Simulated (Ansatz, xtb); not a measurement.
Spectroscopic constants of HfIn, multiplicity 4 (lowest of 2S+1 = 2, 4, 6 at PBE0/def2-TZVPP; our sources give no spin for the ground state, which may be another). No spin–orbit coupling.

Seven points along R, fitted to fifth degree in 1/R; most abundant isotopes. Runs in def2 and cc sets follow the lowest solution found near the PBE0 minimum.

The values were computed with Ansatz (a first-principles code) with Gaussian orbitals; xtb for the GFN methods. Values without a source in brackets are computed. In def2 rows elements past Kr take small-core potentials, without spin–orbit coupling. The GFN methods have no spin term and hold the electronic entropy of 300 K.

| level | r_e (Å) | ω_e (cm⁻¹) | ω_e x_e (cm⁻¹) | α_e (cm⁻¹) | dipole (D) |
|---|---|---|---|---|---|
| GFN1-xTB | 2.864 | 193 | 0.60 | 0.00011 | - |
| GFN2-xTB | 2.876 | 159 | 0.19 | 9.2e-5 | - |
| SVWN5/def2-TZVPP | 2.812 | 150 | 0.33 | 8.9e-5 | 1.47 |
| PBE/def2-TZVPP | 2.874 | 138 | 0.33 | 9.1e-5 | 1.18 |
| r2SCAN/def2-TZVPP | 2.834 | 146 | 0.33 | 8.8e-5 | 1.40 |
| B97M-V/def2-TZVPP | 2.911 | 131 | 0.36 | 9.6e-5 | 0.90 |
| B3LYP/def2-TZVPP | 2.879 | 138 | 0.35 | 9.2e-5 | 1.32 |
| PBE0/def2-TZVPP | 2.840 | 148 | 0.33 | 8.6e-5 | 1.34 |
| BHLYP/def2-TZVPP | 2.854 | 142 | 0.82 | 0.00012 | 1.55 |
| CAM-B3LYP/def2-TZVPP | 2.833 | 146 | 0.57 | 0.00011 | 1.67 |
| wB97X-V/def2-TZVPP | 2.828 | 143 | 0.73 | 0.00013 | 1.78 |
| wB97M-V/def2-TZVPP | 2.822 | 148 | 0.73 | 0.00012 | 1.66 |
| B2PLYP/def2-TZVPP | 2.822 | 165 | 0.34 | 4.5e-5 | - |

Correlated levels freeze the inner cores; with def2 sets outer-core shells near the valence are correlated too.

Doubts at one or more of the structures used: a spin-contaminated determinant (r2SCAN/def2-TZVPP, PBE0/def2-TZVPP, B2PLYP/def2-TZVPP).
